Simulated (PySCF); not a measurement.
# Bi⁺ (bismuth, charge +1) across methods

[Xe] 4f14 5d10 6s2 6p2, high-spin 3P determinant. Calculation: PySCF 2.14, in aug-cc-pwCVTZ-DK3 (11s10p8d5f1g, 125 functions); scalar relativity by spin-free X2C-1e.

```
method   E (hartree)  mean ε 6s α (eV)  mean ε 6s β (eV)  mean ε 6p α (eV)  Σ⟨r²⟩ (bohr²)   ⟨S²⟩
   LDA     -21520.11           -22.752           -21.732           -12.134          60.11  2.001
  PBE0     -21532.82           -24.090           -22.236           -13.108          60.11  2.002
r2SCAN     -21533.04           -23.054           -21.376           -12.385          59.99  2.004
   UHF  -21526.82089           -27.935           -23.916           -15.699          60.67  2.008
```

Q: Estimate the same row for PBE.

A: E (hartree) = -21533.15; mean ε 6s α (eV) = -22.480; mean ε 6s β (eV) = -21.280; mean ε 6p α (eV) = -12.022; Σ⟨r²⟩ (bohr²) = 60.25; ⟨S²⟩ = 2.001.

Spin-orbit coupling is strong in this species (close to jj coupling), so the high-spin LS determinant is a model state, not a physical level.
